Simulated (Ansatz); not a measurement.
One change: `C[Te][GeH3]` becomes `C[Te]C`.

Ansatz, PBE0-D4/def2-TZVP geometries, multiplicity 1. 

Elements past krypton have def2 core potentials. Scalar relativity is left out up to krypton.

```csv
property,`C[Te][GeH3]`
HOMO–LUMO gap (PBE/def2-TZVPP) / eV,3.46
HOMO–LUMO gap (B3LYP/def2-TZVPP) / eV,4.83
HOMO–LUMO gap (PBE0/def2-TZVPP) / eV,5.28
LUMO energy (ωB97M-V/def2-TZVPP) / eV,0.95
size of the dipole moment (PBE/def2-TZVPP) / D,1.08
LUMO energy (PBE/def2-TZVPP) / eV,-1.57
```

(1) Give the same properties after the change, and the shifts. (Estimate.)

Answers

(1) The calculation gave: 
```tsv
property	`C[Te]C`	shift
HOMO–LUMO gap (PBE/def2-TZVPP) / eV	3.43	-0.03
HOMO–LUMO gap (B3LYP/def2-TZVPP) / eV	4.83	0.00
HOMO–LUMO gap (PBE0/def2-TZVPP) / eV	5.28	0.00
LUMO energy (ωB97M-V/def2-TZVPP) / eV	1.34	0.39
size of the dipole moment (PBE/def2-TZVPP) / D	1.27	0.19
LUMO energy (PBE/def2-TZVPP) / eV	-1.19	0.38
```

Dipoles are sizes alone; their direction can turn.

B3LYP here is the variant with VWN-RPA as its local correlation; programs differ in this.

Spin–orbit coupling is left out; it splits and shifts lone-pair levels of the heavy atoms by tenths of an eV.
